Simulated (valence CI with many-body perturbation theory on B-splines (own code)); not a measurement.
# Os LXXII: E2, E3, M1, M2 decay

Level of theory: valence CI with perturbative core correlation (CI+MBPT): three valence electrons over a frozen Dirac-Fock core [He], radial functions for each j: 11 s, 11 p, 9 d, 7 f, 5 g, 2 h, 1 i, with the one-electron correlation potential Σ1 (screened to all orders), the two-electron term Σ2, the three-electron term Σ3, Breit, model QED; selected single and double excitations, second order for the rest (own B-spline code, finite nucleus).

No measured spectrum was set against this ion. As an estimate, large intervals hold to a few tenths of a per cent, small ones and those within an open d or f shell to about a per cent.

Lines 1 to 35 of 35 in falling wavelength, among levels below 1050.8 Ry, chosen from the decays that carry over 1 % of a level's rate. Wavelengths and rates use the calculated energies. Electric multipoles are in the length gauge, E1 and E2 with the static RPA response of the core. S is in atomic units (e²a₀⁴ for E2 and M2, e²a₀⁶ for E3), for M1 in squared Bohr magnetons. Weak lines are less certain than strong ones. Lines between different terms over intervals too small for the method are left out, as are lines whose strength nearly cancels. The highest levels of a list are the least certain.

Levels are named by their leading jj configuration (3d3/2^4 stands for four electrons in 3d with j = 3/2), which in mixed levels can hold well under half, so a name can repeat and another be missing. Letters in brackets count levels of one name in rising energy.

```
λ vac (nm)                          Upper                       Lower  Type   A (s⁻¹)  S (a.u.)
    0.7899     (2s 2p1/2 2p3/2) J=3/2 [a]          (2s 2p1/2^2) J=1/2    M1  2.19e+10  1.60e+00
    0.7697         (2s 2p1/2 2p3/2) J=5/2          (2s 2p1/2^2) J=1/2    E2  1.47e+08  2.13e-05
    0.7692         (2s 2p3/2 3d5/2) J=9/2      (2s 2p1/2 3d5/2) J=7/2    M1  2.02e+10  3.40e+00
    0.7500             (2s^2 2p3/2) J=3/2          (2s^2 2p1/2) J=1/2    M1  2.01e+10  1.25e+00
    0.1274     (2s 2p1/2 3p1/2) J=1/2 [a]  (2s 2p1/2 2p3/2) J=3/2 [a]    E2  2.85e+12  1.70e-05
    0.1271             (2s^2 3p1/2) J=1/2          (2s^2 2p3/2) J=3/2    E2  3.61e+12  2.13e-05
    0.1228         (2s 2p3/2 3p3/2) J=7/2          (2s 2p3/2^2) J=3/2    E2  1.20e+11  2.40e-06
    0.1214         (2s 2p3/2 3p3/2) J=7/2          (2s 2p3/2^2) J=5/2    E2  1.26e+12  2.38e-05
    0.1213     (2s 2p3/2 3p3/2) J=1/2 [b]          (2s 2p3/2^2) J=3/2    E2  2.20e+12  1.03e-05
    0.1210             (2s^2 3p3/2) J=3/2          (2s^2 2p3/2) J=3/2    E2  1.82e+12  1.68e-05
    0.1200     (2s 2p3/2 3p3/2) J=1/2 [b]          (2s 2p3/2^2) J=5/2    E2  6.99e+11  3.10e-06
    0.1193         (2s 2p3/2 3d5/2) J=9/2          (2s 2p3/2^2) J=5/2    M2  1.06e+11  2.28e-06
    0.1193         (2s 2p3/2 3d5/2) J=9/2          (2s 2p3/2^2) J=5/2    E3  6.54e+09  7.15e-07
    0.1047         (2s 2p3/2 3p3/2) J=7/2      (2s 2p1/2 2p3/2) J=5/2    E2  9.09e+11  8.18e-06
    0.1047         (2s 2p1/2 3p3/2) J=5/2          (2s 2p1/2^2) J=1/2    E2  2.05e+12  1.38e-05
    0.1044         (2s 2p3/2 3p3/2) J=7/2  (2s 2p1/2 2p3/2) J=3/2 [a]    E2  1.49e+12  1.31e-05
    0.1043     (2s 2p3/2 3p3/2) J=1/2 [b]  (2s 2p1/2 2p3/2) J=3/2 [b]    E2  2.08e+12  4.59e-06
    0.1042             (2s^2 3p3/2) J=3/2          (2s^2 2p1/2) J=1/2    E2  2.27e+12  9.94e-06
    0.1031         (2s 2p3/2 3d5/2) J=9/2      (2s 2p1/2 2p3/2) J=5/2    M2  4.36e+10  4.54e-07
    0.1031         (2s 2p3/2 3d5/2) J=9/2      (2s 2p1/2 2p3/2) J=5/2    E3  6.27e+09  2.47e-07
    0.1028         (2s 2p3/2 3d5/2) J=9/2  (2s 2p1/2 2p3/2) J=3/2 [a]    E3  1.28e+10  4.92e-07
    0.1023  (2p1/2 2p3/2 3d3/2) J=5/2 [a]      (2s 2p1/2 2p3/2) J=1/2    E2  3.76e+12  2.25e-05
    0.1022      (2p1/2 2p3/2 3d3/2) J=7/2  (2s 2p1/2 2p3/2) J=3/2 [b]    E2  5.52e+12  4.39e-05
    0.1019         (2s 2p1/2 3d3/2) J=5/2          (2s^2 2p1/2) J=1/2    E2  7.51e+12  4.42e-05
    0.1017          (2p1/2^2 3d3/2) J=3/2          (2s 2p1/2^2) J=1/2    E2  1.19e+13  4.63e-05
    0.1017  (2p1/2 2p3/2 3d3/2) J=5/2 [a]      (2s 2p1/2 2p3/2) J=5/2    E2  2.45e+12  1.43e-05
    0.1015      (2p1/2 2p3/2 3d3/2) J=7/2      (2s 2p1/2 2p3/2) J=5/2    E2  5.28e+12  4.07e-05
    0.1013  (2p1/2 2p3/2 3d3/2) J=3/2 [a]  (2s 2p1/2 2p3/2) J=3/2 [a]    E2  8.35e+12  3.19e-05
    0.1013  (2p1/2 2p3/2 3d3/2) J=5/2 [a]  (2s 2p1/2 2p3/2) J=3/2 [a]    E2  5.31e+12  3.03e-05
    0.1013  (2p1/2 2p3/2 3d3/2) J=1/2 [a]  (2s 2p1/2 2p3/2) J=3/2 [a]    E2  1.08e+13  2.06e-05
    0.1012      (2p1/2 2p3/2 3d3/2) J=7/2  (2s 2p1/2 2p3/2) J=3/2 [a]    E2  1.14e+12  8.62e-06
    0.1007     (2s 2p3/2 3d5/2) J=3/2 [a]          (2s^2 2p3/2) J=3/2    E2  1.91e+13  7.07e-05
    0.1005      (2p1/2 2p3/2 3d5/2) J=9/2      (2s 2p1/2 2p3/2) J=5/2    E2  1.26e+13  1.15e-04
    0.1003  (2p1/2 2p3/2 3d5/2) J=7/2 [a]  (2s 2p1/2 2p3/2) J=3/2 [a]    E2  1.13e+13  8.19e-05
    0.1002     (2s 2p3/2 3d5/2) J=7/2 [b]          (2s^2 2p3/2) J=3/2    E2  7.47e+12  5.40e-05
```
